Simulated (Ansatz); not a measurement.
Ansatz results at the PBE0-D4/def2-TZVP geometry: size of the dipole moment (B3LYP/def2-TZVPP) 0.00 D; LUMO energy (ωB97M-V/def2-TZVPP) 1.27 eV; LUMO energy (PBE/def2-TZVPP) -0.68 eV.

(1) Which molecule gave them?
A. `[OH][Cd][O][SiH3]`
B. `[Cl][Cd][Br]`
C. `[NH2][Cd][NH2]`
D. `[CH3][Cd][CH3]`

## Answers

(1) D. The others give `[NH2][Cd][NH2]`: 1.52, 0.94, -1.38; `[Cl][Cd][Br]`: 0.33, -0.40, -3.10; `[OH][Cd][O][SiH3]`: 1.72, -0.03, -2.66.

B3LYP here is the variant with VWN-RPA as its local correlation; programs differ in this.
